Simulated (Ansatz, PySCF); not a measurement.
C₄H₅Si, SMILES C1=C[SiH]C=C1 (connectivity only; charge and spin as stated), charge +1, multiplicity 1.

Geometry: PBE0-D3(BJ)/def2-SVP. The spin state was assumed, not searched. The isomer is the one that the SMILES or the coordinates give; other isomers of the formula were not compared.

Vertical ionisation energy (IE) and electron affinity (EA) in eV. Rows of orbital energies are one-electron estimates. Where ΔSCF, EOM or ADC give a negative EA the extra electron is unbound and the value depends on the basis.

```json
[
 {"level": "−ε(HOMO), −ε(LUMO), M06-2X/def2-TZVP (PySCF)", "IE": "13.75", "EA": "8.27"},
 {"level": "−ε(HOMO), −ε(LUMO), PBE/def2-TZVP (PySCF)", "IE": "11.63", "EA": "10.04"},
 {"level": "ΔSCF, PBE0/def2-SVPD (Ansatz), final states of multiplicity 2 and 2", "IE": "14.74", "EA": "7.31"},
 {"level": "ΔSCF, PBE/def2-SVPD (Ansatz), final states of multiplicity 2 and 2", "IE": "14.78", "EA": "7.33"}
]
```

Problem. What vertical singlet–triplet gap does ΔSCF give with PBE0/def2-SVPD (Ansatz, a quantum-chemistry and plane-wave program) and with PBE/def2-SVPD (Ansatz)? (An estimate is asked for; the answer gives what the named calculation found.)

Solution. 1.40 and 1.38 eV (triplet above singlet where positive).
